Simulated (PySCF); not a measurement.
## Calculated data, ClGeH5N2

Calculation on a computer-drawn molecule: optimised geometry and harmonic frequencies of an isolated molecule of the commonest isotopes, restricted reference for singlets and unrestricted otherwise, frozen core in MP2; on germanium a core potential holds 10 electrons, which the energies leave out, and 3d is frozen in MP2 and coupled-cluster steps. Program: PySCF 2.14.0.

```json
{"formula": "ClGeH5N2", "start_structure": {"atoms_angstrom": [["N", 1.8835, -1.4253, 1.9126], ["Ge", 0.2894, -0.7981, 1.45], ["N", -0.5862, -0.3875, 2.9127], ["Cl", -0.9092, -2.246, 0.3315], ["H", 1.9723, -2.2136, 2.4526], ["H", 2.5776, -1.4733, 1.163], ["H", 0.4624, 0.4088, 0.5537], ["H", -1.6193, -0.5151, 2.959], ["H", -0.2244, -0.6566, 3.8346]]}, "given": {"charge": 0, "multiplicity": 1, "method": "HF", "basis": "cc-pV(D+d)Z", "basis_and_core_potential_on_germanium": "cc-pVDZ-PP ECP10MDF", "drawn_bonds_atom": [1, 2, 2, 1, 1, 2, 3, 3], "drawn_bonds_other_atom": [2, 3, 4, 5, 6, 7, 8, 9], "drawn_bonds_order": [1, 1, 1, 1, 1, 1, 1, 1]}, "results": {"total_energy [hartree]": null, "rotational_constants [GHz]": null}}
```

Q: ClGeH5N2: total energy?
A: -864.7721 hartree

Q: Give the missing rotational constants for ClGeH5N2.
A: 5.314, 2.76, 2.111 GHz

Further results for ClGeH5N2:

```
convergence status largest gradient component : 3.721e-05 hartree/bohr
```

Optimised structure:
```xyz
9
ClGeH5N2
N      1.9363    -1.3891     1.9319
Ge     0.2974    -0.7637     1.4699
N     -0.5967    -0.3210     2.9847
Cl    -0.8624    -2.2932     0.3893
H      1.9335    -2.2814     2.3962
H      2.5888    -1.4371     1.1683
H      0.4190     0.3879     0.4915
H     -1.5966    -0.4070     2.9317
H     -0.2732    -0.8022     3.8061
```

Modes:
```
frequency (cm⁻¹)  reduced mass (dalton)
           88.01                  1.237
           175.8                  1.301
           198.8                  2.416
           230.5                  2.963
           251.5                  3.423
           395.2                  31.55
             609                  1.432
           641.6                  1.602
           726.1                  1.995
           733.7                  1.838
           771.5                  1.776
           828.2                   1.12
             972                  1.138
            1002                  1.179
            1692                  1.099
            1707                  1.094
            2307                   1.02
            3739                  1.051
            3744                  1.051
            3828                  1.094
            3838                  1.095
```
